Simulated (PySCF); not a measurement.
Steps of a relaxation of [Tm(NH3)3]3+

[Tm(NH3)3]3+ (singlet in the valence; each metal's 4f electrons, 12 of them, lie in its core potential, out of spins and levels). PySCF 2.14.0, RKS PBE0, Tm lcecp-1-SVP with ECP58, N def2-SVP, H def2-SVP; non-relativistic Hamiltonian with scalar-relativistic core potentials where named; density fitting; no spin-orbit coupling. Origin of the start: displaced along the imaginary mode. Columns: position (Å) and force (eV/Å). Energies are counted from the last step; some of the 16 steps are shown. Forces carry noise of the integration grid, about 0.01 to 0.03 eV/Å.

Run from Python with OMP_NUM_THREADS=2. Where DIIS fails, smearing, a level shift and second-order steps follow.
It took 4.4 min on 2 threads of Intel(R) Xeon(R) Processor @ 2.50GHz (Skylake/Cascade Lake) (shared host), from the converged density of the start.

```xyz
13
step 0  E = 0.065 eV
Tm    0.0000    0.0000    0.0239     0.00    0.00    0.02
N     2.3635    0.0009   -0.0762     0.44    0.11   -0.04
H     2.8458   -0.3311    0.7949    -0.15    0.14   -0.41
H     2.7849   -0.6044   -0.8224    -0.12    0.27    0.35
H     2.8155    0.9348   -0.2500    -0.20   -0.52    0.09
N    -1.1825    2.0464   -0.0762    -0.31    0.33   -0.04
H    -1.1362    2.6301    0.7949    -0.05   -0.20   -0.41
H    -0.8690    2.7140   -0.8224    -0.17   -0.24    0.35
H    -2.2174    1.9709   -0.2500     0.55    0.08    0.09
N    -1.1810   -2.0473   -0.0762    -0.13   -0.44   -0.04
H    -1.7096   -2.2990    0.7949     0.19    0.06   -0.41
H    -1.9159   -2.1096   -0.8224     0.29   -0.03    0.35
H    -0.5982   -2.9057   -0.2500    -0.35    0.44    0.09
```

```xyz
13
step 5  E = 0.026 eV
Tm    0.0000    0.0000    0.2613     0.00    0.00    0.06
N     2.3418   -0.0058   -0.0650    -0.01    0.02   -0.01
H     2.9015   -0.3194    0.7550    -0.03    0.02   -0.13
H     2.6983   -0.6039   -0.8375     0.00    0.03    0.11
H     2.7564    0.9205   -0.2854     0.02   -0.05    0.02
N    -1.1659    2.0310   -0.0650    -0.01   -0.02   -0.01
H    -1.1742    2.6725    0.7550     0.00   -0.03   -0.13
H    -0.8262    2.6387   -0.8375    -0.03   -0.02    0.11
H    -2.1754    1.9268   -0.2854     0.03    0.04    0.02
N    -1.1759   -2.0252   -0.0650     0.02    0.00   -0.01
H    -1.7273   -2.3531    0.7550     0.03    0.02   -0.13
H    -1.8721   -2.0349   -0.8375     0.03   -0.01    0.11
H    -0.5810   -2.8473   -0.2854    -0.05    0.01    0.02
```

```xyz
13
step 10  E = 0.003 eV
Tm    0.0000    0.0000    0.6607     0.00    0.00   -0.09
N     2.2570   -0.0006   -0.0457     0.07   -0.03    0.00
H     2.9436   -0.2982    0.6781    -0.07    0.01   -0.07
H     2.4919   -0.6213   -0.8461    -0.04    0.04    0.08
H     2.6437    0.9136   -0.3522    -0.05   -0.03    0.02
N    -1.1280    1.9549   -0.0457    -0.01    0.08    0.00
H    -1.2136    2.6983    0.6781     0.03   -0.07   -0.07
H    -0.7079    2.4687   -0.8461    -0.02   -0.06    0.08
H    -2.1131    1.8327   -0.3522     0.05   -0.03    0.02
N    -1.1290   -1.9543   -0.0457    -0.06   -0.05    0.00
H    -1.7300   -2.4001    0.6781     0.05    0.06   -0.07
H    -1.7840   -1.8474   -0.8461     0.06    0.01    0.08
H    -0.5306   -2.7464   -0.3522     0.00    0.06    0.02
```

Problem. Where does the relaxation end?

Solution. It converges at step 15 in C3:
```xyz
13
step 15  E = 0
Tm    0.0000    0.0000    0.6975
N     2.2346   -0.0011   -0.0430
H     2.9313   -0.3163    0.6598
H     2.4491   -0.6052   -0.8587
H     2.6120    0.9195   -0.3363
N    -1.1164    1.9358   -0.0430
H    -1.1918    2.6967    0.6598
H    -0.7004    2.4236   -0.8587
H    -2.1023    1.8023   -0.3363
N    -1.1183   -1.9347   -0.0430
H    -1.7396   -2.3805    0.6598
H    -1.7487   -1.8184   -0.8587
H    -0.5096   -2.7218   -0.3363
```

Problem. How did the contacts change?

Solution. 
| contact | start (Å) | end (Å) |
| --- | --- | --- |
| Tm1–N2 (NH3) | 2.366 | 2.354 |
| Tm1–N6 (NH3) | 2.366 | 2.354 |
| Tm1–N10 (NH3) | 2.366 | 2.354 |


No frequency check is given that shows the relaxed geometry to be a minimum, and it was reached by following one of several unstable modes of a saddle point. An lcecp potential fixes the number of 4f electrons, so in runs with it no electron can move into or out of that shell.
